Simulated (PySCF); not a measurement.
A search over the determinants of RbIn⁺

Unrestricted PBE0; PySCF, scalar-relativistic core potentials, basis sets Rb def2-SVP with ECP28, In def2-SVP with ECP28. Outer shells of the fragments: Rb+ closed shells only; In 4d10 5s2 5p1.

Followed along the bond (rough minima from three points):

```
2Ms+1   unpaired  ⟨S²⟩ at the start  R at minimum (Å)  Te (eV)
    2        σ ↑               0.75              4.19     0.00
    2        π ↑               0.75              4.48     0.53
    4  σ ↑↑, π ↑               3.75              4.22     4.60
```

Solutions found at the starting distance of 3.550 Å, counted from the lowest of them; the search is not exhaustive and high or unbound solutions are not listed, so other states can lie among these:

```tsv
2Ms+1	unpaired	term	E (eV)	⟨S²⟩	⟨Lz²⟩	μ (D)
2	σ ↑	²Σ⁺	0.00	0.75	0.00	-6.44
2	π ↑	²Π	0.44	0.75	1.00	-7.70
4	σ ↑↑, π ↑	⁴Π	4.59	3.75	1.00	-7.41
4	σ ↑, π ↑↑	⁴Σ⁻	5.01	3.75	0.00	-8.05
2	δ ↑	²Δ	5.04	0.75	4.00	7.21
4	σ ↑↑↑	⁴Σ⁺	7.98	3.75	0.00	4.49
4	σ ↑, π ↑↑	mixed	9.73	3.75	2.00	2.40
```

A term symbol is given only where ⟨S²⟩ and ⟨Lz²⟩ are close to those of a pure state; real π, δ and φ orbitals otherwise mix terms. A positive dipole points towards In; it is taken about the centre of mass and depends on that origin.

Question: Compare the gap between the two lowest followed solutions at the starting distance with the gap between their minima.

Answer: At PBE0 the second solution (doublet, unpaired electrons π ↑) lies +0.44 eV from the first (doublet, unpaired electrons σ ↑) at 3.550 Å and +0.53 eV at the minima; the two curves relax by different amounts, since their minima lie near 4.48 and 4.19 Å.

Spin–orbit coupling is left out. Counting both spins, an empty level lies below a filled one in some of these solutions, because spin and occupation are held.
